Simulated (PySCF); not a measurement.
C₃H₁₀Si₂.
Atom-mapped SMILES: `[CH3:1][SiH2:2]/[CH:3]=[CH:4]/[SiH3:5]` (hydrogens: H6, H7, H8 on C1; H9, H10 on Si2; H11 on C3; H12 on C4; H13, H14, H15 on Si5)

Cartesian coordinates in Å at the PBE0-D3(BJ)/def2-SVP level; atoms count from 1:
```xyz
15
C3H10Si2 angstrom
C     -2.572    0.217    1.209
Si    -1.521    0.618   -0.297
C      0.307    0.416    0.080
C      1.112   -0.464   -0.543
Si     2.933   -0.678   -0.160
H     -2.317    0.879    2.050
H     -2.411   -0.823    1.531
H     -3.642    0.348    0.985
H     -1.789    2.030   -0.721
H     -1.856   -0.294   -1.437
H      0.742    1.051    0.867
H      0.677   -1.098   -1.330
H      3.226   -2.083    0.262
H      3.768   -0.389   -1.368
H      3.315    0.259    0.940
```

The calculation used core-valence-separated Tamm–Dancoff BHandHLYP/aug-pcX-1 (pcseg-1 on H, def2-SVPD on Si) in PySCF, non-relativistic, gas phase, PBE0-D3(BJ)/def2-SVP geometry. Absolute energies from this functional tend to lie a few eV below measured edges; no shift was applied.

The lowest roots of each edge with f over 0.003 (five at most, numbered afresh; weaker and dark ones are left out), with transition dipoles (au) in the frame of the coordinates:

| root | edge | E (eV) | f | μx | μy | μz |
| --- | --- | --- | --- | --- | --- | --- |
| 1 | C | 281.93 | 0.0529 | 0.0199 | 0.0607 | -0.0599 |
| 2 | C | 282.00 | 0.0625 | 0.0215 | 0.0659 | -0.0651 |
| 3 | C | 285.51 | 0.0176 | 0.0170 | 0.0090 | -0.0464 |
| 4 | C | 285.86 | 0.0206 | -0.0054 | 0.0372 | 0.0391 |
| 5 | C | 285.87 | 0.0333 | -0.0559 | -0.0251 | -0.0315 |

Q: Molecules are fixed in this frame and the field points along (1, 0, −1)/√2. What effective strengths 3 f cos²θ do the roots have (θ between field and μ)?

A: root 1 (C3): 0.066, root 2 (C4): 0.078, root 3 (C1): 0.042, root 4 (C3 + C4): 0.021, root 5 (C1): 0.006. Root 2 is the strongest. Averaged over all orientations cos²θ is 1/3, which gives f back.

The run took 18 s of wall time on Arm Neoverse N1, one thread, on a shared host, and the process peaked at 0.84 GiB of memory.

One conformer stands for the species.
